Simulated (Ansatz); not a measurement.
Results of the Gaussian-basis code of Ansatz.

Basis-set series for `[SH][Zr]([SH])([Cl])[Cl]`. The species carries charge 0 and has multiplicity 1. Zr: def2 effective core potential. The structure was optimised at the PBE0-D4/def2-TZVP level. It is one conformer, not always the lowest.

```json
{"functional": "PBE0-D4", "basis": "def2-SVP", "functions": "113", "energy (Eh)": "-1764.17830", "HOMO (eV)": "-8.10", "LUMO (eV)": "-2.53"}
{"functional": "PBE0-D4", "basis": "def2-TZVPP", "functions": "252", "energy (Eh)": "-1764.78012", "HOMO (eV)": "-8.11", "LUMO (eV)": "-2.56"}
{"functional": "ωB97M-V", "basis": "def2-SVP", "functions": "113", "energy (Eh)": "-1764.59209", "HOMO (eV)": "-10.19", "LUMO (eV)": "-0.42"}
{"functional": "ωB97M-V", "basis": "def2-TZVPP", "functions": "252", "energy (Eh)": "-1765.18766", "HOMO (eV)": "-10.25", "LUMO (eV)": "-0.50"}
```

Q: Give the rows for def2-QZVPP. (An estimate is asked.)

A: The calculation gave: 
| functional | basis | functions | energy (Eh) | HOMO (eV) | LUMO (eV) |
| --- | --- | --- | --- | --- | --- |
| PBE0-D4 | def2-QZVPP | 421 | -1764.83375 | -8.12 | -2.57 |
| ωB97M-V | def2-QZVPP | 421 | -1765.23878 | -10.27 | -0.53 |
